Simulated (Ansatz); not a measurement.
Harmonic frequencies (cm⁻¹) at PBE0-D4/def2-TZVP from Ansatz: 50, 139, 140, 236, 302, 436, 444, 564, 626, 628, 4001, 4002.

Each molecule was computed in one conformer, which needn't be the lowest.

Task: Which molecule is it?
A. `[OH][Y]([OH])[Cl]`
B. `[NH2][Y]([NH2])[F]`
C. `[OH][Y]([F])[Cl]`
D. `[OH][Y]([OH])[F]`

Result: D.
